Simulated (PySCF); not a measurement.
## Two probes of the same atoms: core binding energy and nuclear shielding

Species: C₃H₇FSi.
Atom-mapped SMILES: `[F:1][C@@H:2]1[CH2:3][C@@H:4]1[SiH3:5]`

Geometry (PBE0-D3(BJ)/def2-SVP, Å), atoms numbered from 1 in this order:
```xyz
12
C3H7FSi angstrom
F     -0.2600    1.8232   -0.5215
C     -0.9965    0.6793   -0.5142
C     -1.1238   -0.0591    0.7635
C     -0.2696   -0.6155   -0.3678
Si     1.5990   -0.6389   -0.2221
H     -1.8473    0.7471   -1.1999
H     -2.0736   -0.5471    0.9986
H     -0.6022    0.3651    1.6266
H     -0.6954   -1.4574   -0.9259
H      2.0545    0.3896    0.7582
H      2.2372   -0.3801   -1.5482
H      2.0365   -1.9865    0.2556
```

Binding energies: delta-SCF UKS SCAN, pcX-2 on the ionised atom, pcseg-1 elsewhere, spin-free X2C (PySCF). Shieldings: GIAO PBE/pcSseg-2, non-relativistic, same geometry.

```json
{"atom": "C2", "C 1s (eV)": "293.09"}
{"atom": "C3", "C 1s (eV)": "291.04"}
{"atom": "C4", "C 1s (eV)": "290.57"}
```

**Question.** What are the absolute isotropic shieldings of these atoms?

**Answer.** 
```tsv
atom	environment	C 1s (eV)	isotropic shielding (ppm)
C4	sp3 carbon bound to silicon	290.57	177.3
C3	three-membered-ring carbon	291.04	164.9
C2	sp3 C–F carbon	293.09	100.9
```

**Question.** Among the listed atoms, is the one with the highest binding energy also the least shielded?

**Answer.** Yes: C2 has both (293.09 eV, 100.9 ppm).

By binding energy: C4 < C3 < C2. By shielding: C2 < C3 < C4.

Geometry: PBE0-D3(BJ)/def2-SVP; no solvent, vibrations or thermal averaging.
